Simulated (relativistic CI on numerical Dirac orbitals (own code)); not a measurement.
# Ir3+: L2,3 absorption edge

Computed with this model: Dirac-Coulomb-Breit CI, orbitals from a KLI potential per configuration, QED by a radiative potential, valence Slater integrals scaled by 0.9, multiplet model of core-to-valence dipole absorption; configurations [Xe] 4f14 5d6 → [He] 2s2 2p5 3s2 3p6 3d10 4s2 4p6 4d10 4f14 5s2 5p6 5d7; 10 K; Lorentzian 5 eV and Gaussian 1 eV FWHM. Energies are those of the free ion, without screening or charge transfer. The branching ratio is the share of the lower-energy edge in the whole absorption, uncertain by about 0.02 where the edges overlap. S is read from ⟨S²⟩ = S(S + 1).

Field parameters in Wybourne normalisation: D3d B²₀ = −7Dσ, B⁴₀ = −14Dq − 21Dτ, B⁴₃ = −14√(10/7) Dq; Oh B⁴₀ = 21Dq, B⁴₄ = √(5/14) B⁴₀. The field is a parameter set, without covalency.

Case free ion, the dichroism is that of the ground state at zero temperature, magnetised by exchange field 10 meV on Sz. The dichroism I(Δm = −1) − I(Δm = +1), over the sum of the three polarisations, integrates to -0.2742 on the lower edge and -0.0042 on the upper edge. The branching ratio is 0.892.

Task: Use the orbital sum rule with 4 holes to get ⟨Lz⟩.

Result: For a p → d edge ⟨Lz⟩ = 2 × n_h × (sum of both integrals) in this sign convention = -2.23; the ground state itself has ⟨Lz⟩ = -2.16 and ⟨Sz⟩ = -1.84. The rule assumes one radial integral for both edges, which relativistic orbitals only approach.
